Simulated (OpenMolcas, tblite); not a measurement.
A ladder of methods for Si2NH5F (SMILES N[Si](F)[SiH3])

The species is Si2NH5F (9 atoms), meant as a doublet with charge 0. As SMILES, `N[Si](F)[SiH3]`. Geometry: relaxed at PBE0-D4/def2-TZVP. This is one conformer, not always the lowest.

```xyz
9

N    -0.9770    1.3729   -0.6836
Si   -0.8479   -0.3224   -0.5781
F    -0.4955   -1.0107   -1.9972
Si    0.8239   -0.8830    0.9691
H    -1.7423    1.8337   -1.1474
H    -0.1982    1.9932   -0.5288
H     1.1320   -2.3318    0.8565
H     2.0785   -0.1035    0.7569
H     0.3150   -0.5948    2.3356
```

Quantity: the dipole moment, in D. The values are calculated.

```tsv
level	kind	program	value (D)	CPU time
GFN2-xTB	semi-empirical	tblite	1.93	under 2 s
UHF/def2-SVP	Hartree–Fock	OpenMolcas	2.17	16 s
USVWN5/def2-SVP	LDA	OpenMolcas	2.21	45 s
U-revPBE/def2-SVP	GGA	OpenMolcas	2.10	68 s
UM06-L/def2-SVP	meta-GGA	OpenMolcas	2.13	71 s
UM06-2X/def2-SVP	hybrid meta-GGA	OpenMolcas	2.11	63 s
UPBE0/def2-SVP	global hybrid	OpenMolcas	2.14	63 s
```

The values span 1.93 to 2.21 D. Magnitudes only. Times are those of the runs behind each value, whatever else they computed, on shared processors of several kinds: orders of magnitude only.
